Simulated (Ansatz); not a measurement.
trans-VF2(H2O)4 (VO4F2H8). Charge 0, multiplicity 4. Geometry PBE-D4/def2-SVP, basis def2-TZVP, Ansatz.

| run | HOMO (eV) | LUMO (eV) |
| --- | --- | --- |
| A | -4.43 | -0.34 |
| B | -5.21 | -0.39 |
| C | -3.17 | -1.25 |
| D | -3.64 | -0.61 |
| E | -3.28 | -1.60 |
| F | -10.96 | 1.93 |

No other spin state of charge 0 was run.

HOMO and LUMO are taken over both spins.

Task: The runs used HF, LDA (SPW92), PBE, PBE0, r2SCAN, r2SCANh. Estimate which is which.

Result: A r2SCANh (10 % exact exchange); B PBE0 (25 % exact exchange); C PBE (0 % exact exchange); D r2SCAN (0 % exact exchange); E LDA (SPW92) (0 % exact exchange); F HF (100 % exact exchange). Exact exchange lowers occupied and raises empty levels; among semilocal functionals meta-GGAs tend to open the gap a little, and such runs are hard to tell apart. The gap grows from 1.68 eV (LDA (SPW92)) to 12.90 eV (HF).
